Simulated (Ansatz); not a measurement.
ClH₄N₂Si, SMILES `[NH][SiH](N)Cl` radical from Hartree–Fock to CCSD(T)

| atom | x (Å) | y (Å) | z (Å) |
| --- | --- | --- | --- |
| N1 | -0.847 | 1.191 | 1.034 |
| Si2 | -0.486 | -0.254 | 0.140 |
| N3 | 0.731 | 0.003 | -1.012 |
| Cl4 | -0.022 | -1.658 | 1.588 |
| H5 | -0.046 | 1.582 | 1.534 |
| H6 | -1.675 | -0.743 | -0.580 |
| H7 | 0.681 | -0.421 | -1.924 |
| H8 | 1.664 | 0.300 | -0.779 |

Charge 0, multiplicity 2. Geometry: relaxed with PBE0-D4/def2-TZVP. It is one conformer, not always the lowest. Frozen core, unrestricted reference, Ansatz. CBS rows extrapolate triple and quadruple zeta; past MP2 they add the triple-zeta difference.

```
     basis     HF (Eh)  MP2 corr.  CCSD corr.       (T)  CCSD(T) total
  def2-SVP  -859.39857   -0.52619    -0.57312  -0.01329     -859.98498
def2-TZVPP  -859.80629   -0.68968    -0.73586  -0.02846     -860.57061
def2-QZVPP  -859.83400   -0.74844           –         –              –
 CBS(def2)  -859.83782   -0.79197    -0.83814     as TZ     -860.70442
```
